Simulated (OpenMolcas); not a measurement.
**What dynamic correlation does to the levels of neutral boron**

```
Program             : OpenMolcas 26.06
Basis               : ANO-R3 [4s4p2d1f]
Scalar Hamiltonian  : X2C, finite nucleus
Active space        : 1 electron in 9 orbitals (RAS2 2p; RAS3 3s 3d, at most 1 electron)
State averaging     : 2S+1 = 2 odd, 3 roots; 2S+1 = 2 even, 1 root
Spin-orbit coupling : state interaction with AMFI integrals over the reference wave functions, term energies averaged over their components
```

Methods on the same reference wave functions:
A. RASSCF
B. SS-RASPT2, IPEA 0.25 Eh, imaginary shift 0.1 Eh (closed shells correlated: 1s 2s)

Energies in cm⁻¹ above 2s² 2p ²P°_1/2, the measured ground level; measured values from NIST Handbook of Basic Atomic Spectroscopic Data.

```json
{"Level": "2s² 2p ²P°_1/2", "A": "0.0", "B": "0.0", "Measured": "0.0"}
{"Level": "2s² 2p ²P°_3/2", "A": "14.4", "B": "14.4", "Measured": "15.3"}
{"Level": "2s² 3s ²S_1/2", "A": "61924", "B": "61495", "Measured": "40040"}
```

Deviations, from unrounded energies. A percentage is the sum of absolute deviations over the sum of measured energies, with the sign that they share, or ± where signs differ.

```
                  Against measurement  Levels      A      B
       mean absolute deviation (cm-1)       2  11000  11000
fine structure of the ground term (%)       1   -5.7   -5.7
             other configurations (%)       1  +54.7  +53.6
```

A, B lie about equally close to measurement. The largest miss of B in the table is 2s² 3s ²S_1/2, by +21000 cm-1. The ranking rests on the paired levels alone, and a cruder setting can come out closer through cancelling errors.

The lowest spin-free term lies below A's lowest term by 0.058 hartree in B.

ANO sets are built for valence states and can reach diffuse excited orbitals poorly. No level of 2s² 3d was computed, though it lies in the active space. With one active electron the reference holds no correlation, so core polarisation is missing (holds for A). With one active electron, CASPT2 adds the correlation within the correlated inactive shells and between them and that electron, and leaves the splitting within a term as the reference gives it (holds for B). Measured partners are found by configuration, term and J. A level has none where our copy of the source lacks it or the pairing is in doubt (some pairs that miss far off the trend of their configuration count as doubtful), and it then counts in no deviation. Levels of configurations outside the active space are missing.

° marks odd parity.
